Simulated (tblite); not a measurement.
C7H11O (doublet state).
Cartesian coordinates in Å at the GFN2-xTB level; atoms count from 1:
```
atom  x, y, z in Å
C1    -0.6959   -1.4894    1.0836
C2    -0.4568   -1.0551   -0.3054
C3     1.0311   -0.8084   -0.5832
C4     1.5402    0.3769    0.2398
C5     0.7130    1.6130   -0.0208
O6     1.1921    2.6735   -0.3349
C7    -0.7702    1.3978    0.1635
C8    -1.2583    0.2035   -0.6593
H9     0.0311   -2.0839    1.6013
H10   -1.6530   -1.3385    1.5432
H11   -0.7884   -1.8575   -0.9919
H12    1.1742   -0.6006   -1.6456
H13    1.6104   -1.6996   -0.3344
H14    2.5870    0.5858    0.0141
H15    1.4504    0.1328    1.3016
H16   -0.9484    1.1921    1.2223
H17   -1.3070    2.3062   -0.1139
H18   -2.3196    0.0373   -0.4650
H19   -1.1418    0.4234   -1.7224
```

Level: GFN2-xTB in tblite, geometry and Hessian alike; calculated harmonic values, unscaled, isolated species. This tight-binding method is rough: wavenumbers can miss measured ones by several per cent, in bad cases by 10 to 20. One conformer, not necessarily the lowest. Open shells enter through the occupations alone, without spin polarisation, and single modes of such species can be off by tens of per cent.

Harmonic wavenumbers (cm⁻¹): 77.3, 120.1, 164.1, 188.4, 341.8, 370.6, 401.5, 430.0, 457.3, 486.9, 595.2, 715.1, 792.6, 800.6, 859.4, 902.7, 940.5, 969.9, 994.7, 1011.6, 1067.1, 1083.1, 1110.8, 1119.8, 1159.5, 1164.6, 1214.8, 1223.1, 1274.9, 1280.4, 1291.9, 1318.0, 1329.8, 1336.5, 1398.2, 1442.3, 1452.5, 1483.6, 1496.2, 1775.2, 2760.4, 2958.0, 2962.1, 2973.9, 2978.0, 2986.9, 2988.6, 3001.3, 3002.3, 3134.3, 3175.9.

A = 3546, B = 1748, C = 1435 MHz; mass 111.081 u (most abundant isotopes); point group Cs, symmetry number 1; spin multiplicity 2.

Question: What is the zero-point energy?

Answer: ½Σν̃ = 35282 cm⁻¹ = 100.88 kcal/mol.

Question: What is S at 350 K and 1 bar for an ideal gas of classical rigid rotors and harmonic oscillators?

Answer: Translation 40.85, rotation 28.46, vibration 24.41, spin (R ln 2) 1.38: S = 95.1 cal/(mol K).

Question: And Cp and H(350 K) − H(0)?

Answer: Cp = 38.81 cal/(mol K), of which vibrations give 30.86 (their classical limit is 51 R = 101.3); H(350 K) − H(0) = 7.65 kcal/mol without the zero-point energy, 4.87 from vibrations.

Question: Blend soft modes into free rotors: weight 1/[1 + (100 cm⁻¹/ν̃)⁴] for the oscillator and the rest for a rotor with moment μB/(μ + B), μ = h/(8π²ν), B = 10⁻⁴⁴ kg m². What vibrational entropy results?

Answer: 23.45 cal/(mol K) in place of 24.41, which changes −T·S at 350 K by +0.34 kcal/mol.

Question: Which modes carry the vibrational entropy at 350 K?

Answer: 77.3 cm⁻¹: 4.27; 120.1 cm⁻¹: 3.41; 164.1 cm⁻¹: 2.81; 188.4 cm⁻¹: 2.54; 341.8 cm⁻¹: 1.47; 370.6 cm⁻¹: 1.33 cal/(mol K); the other 45 give 8.58 together.

Hindered rotation and anharmonicity are outside this model. Other conformers, if any are populated, would add a mixing term that is left out.
